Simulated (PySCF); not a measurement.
[Zn(N(CH3)2)(Br)] (charge 0, multiplicity 1)

Calculation: PySCF with TPSSh-D3(BJ)/def2-TZVP // TPSS-D3(BJ)/def2-SVP.

The HOMO is -5.45 eV, the dipole moment is 2.00 D and the HOMO–LUMO gap is 4.09 eV. The LUMO is -1.36 eV and the charge on the central atom (Mulliken) is 0.35 e. The charge on the central atom (meta-Löwdin) is 1.14 e. The total energy comes out as -4488.1526 Ha. The cost comes out as about 8 core-minutes (a rough figure).

```xyz
11

Zn     0.1356     0.0776    -0.1277
N     -1.2527    -0.0166    -1.3032
C     -1.0438     0.1862    -2.7268
C     -2.6159     0.2508    -0.8774
H     -1.7159    -0.4733    -3.3196
H     -1.2429     1.2316    -3.0615
H     -0.0062    -0.0637    -3.0126
H     -2.9421     1.3016    -1.0618
H     -3.3321    -0.4064    -1.4190
H     -2.7391     0.0479     0.2017
Br     1.8495    -0.0061     1.3169
```
Charge 0, spin multiplicity 1.
